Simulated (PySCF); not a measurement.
Computed with PySCF with M06-2X/def2-TZVP // PBE0-D3(BJ)/def2-TZVP. All species are isolated molecules in the gas phase. One relaxed conformer stands for a flexible species; it need not be the lowest. Excitations are Tamm–Dancoff values on a coarser integration grid. The basis has no diffuse functions, so Rydberg states are missing or too high.

Reference species (SMILES): `[SiH3][Al]([SH])[SH]` (S–Al–S–H torsion -179°, S–Al–S–H torsion -1°) (neutral, multiplicity 1).

The HOMO–LUMO gap comes out as 7.94 eV and the S1–T1 gap (TDA) is 0.71 eV.

Changed species: `[SiH3][Al]([SH])[SiH3]` (Si–Al–S–H torsion 0°) (1 of 3 SiH3 replaced by SH; the reference has 2 of 3 SiH3 replaced by SH).

Give the shifts of the HOMO–LUMO gap and S1–T1 gap (TDA).

the HOMO–LUMO gap decreases by 1.08 eV, to 6.86 eV; the S1–T1 gap (TDA) drops by 0.22 eV, to 0.49 eV.
